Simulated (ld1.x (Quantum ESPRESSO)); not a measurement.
## Reading a pseudo-wave (neodymium (Nd))

Columns: radius, all-electron u(r) and pseudo u(r) of the 5p shell (level -22.17 eV) of neodymium in the configuration [Kr] 4d10 4f4 5s2 5p6 5d0 6s2 6p0; BP86, scalar-relativistic, ultrasoft scheme, ld1.x (Quantum ESPRESSO) 7.5.

```
r (bohr)  all-electron   pseudo
   0.205       -0.2910  -0.0163
   0.410        0.3478  -0.0632
   0.615        0.3435  -0.1348
   0.820       -0.1198  -0.2219
   1.025       -0.5410  -0.3138
   1.230       -0.7863  -0.3995
   1.435       -0.8757  -0.4693
   1.640       -0.8615  -0.5160
   1.845       -0.7897  -0.5356
   2.050       -0.6925  -0.5281
   2.255       -0.5896  -0.4966
   2.460       -0.4917  -0.4472
   2.665       -0.4041  -0.3872
   2.870       -0.3286  -0.3242
   3.075       -0.2652  -0.2647
   3.280       -0.2128  -0.2128
   3.485       -0.1700  -0.1700
   3.690       -0.1352  -0.1352
   3.895       -0.1073  -0.1073
   4.100       -0.0849  -0.0849
   4.305       -0.0670  -0.0670
   4.510       -0.0528  -0.0528
   4.715       -0.0415  -0.0415
   4.920       -0.0326  -0.0326
   5.125       -0.0255  -0.0255
   5.330       -0.0200  -0.0200
```

(1) How many radial nodes do the two functions have?

(2) At about which radius was the pseudo-wave matched?

(3) Where does each function peak?

(4) Is the pseudo-wave norm-conserving?

Results:

(1) The all-electron 5p function has n − l − 1 = 3 (the table is too coarse to show those close to the nucleus); the pseudo-wave has 0, since the states of the same l below it are removed with the core.

(2) 3.40 bohr, where the columns begin to agree (steps of 0.20 bohr).

(3) Outermost all-electron maximum near 1.44 bohr, pseudo maximum near 1.84 bohr (to the table’s step).

(4) No, it belongs to an ultrasoft set: the norm inside the radius is not constrained, and the difference is carried by the augmentation charge.
